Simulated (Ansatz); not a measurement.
`C=C[SiH2]B(O)Cl` + `B[NH][GeH3]` → `B[N]([GeH3])C=C` + `OB([SiH3])Cl`  (substitution at a C–Si bond)

Isolated molecules relaxed with PBE0-D4/def2-TZVP in Ansatz; ΔE leaves out vibrations. CCSD(T)/CBS adds triple-zeta CCSD(T) − MP2 to the extrapolated MP2 energy (def2 sets, frozen cores). For Ge outer-core shells are correlated without core-valence functions, which leaves a few kJ/mol of doubt a bond. Scalar relativity is left out up to krypton. Each species was taken in one conformer, which may not be the lowest.

```tsv
species	CCSD/CBS(def2) energy (Eh)
`C=C[SiH2]B(O)Cl`	-928.56410
`B[NH][GeH3]`	-2159.22480
`B[N]([GeH3])C=C`	-2236.49201
`OB([SiH3])Cl`	-851.28524
```

Problem. Work out ΔE.

Solution. ΔE = (-2236.49201) + (-851.28524) − (-928.56410) − (-2159.22480) = 0.01165 Eh = +30.6 kJ/mol. CCSD(T)/CBS gives +28.9 kJ/mol.

Largest T1 diagnostic among the species: 0.013.

In def2-TZVPP, CCSD(T) changes the Hartree–Fock value by −5.3 kJ/mol (the triples alone add −1.6 kJ/mol) and MP2 by −6.2 kJ/mol.
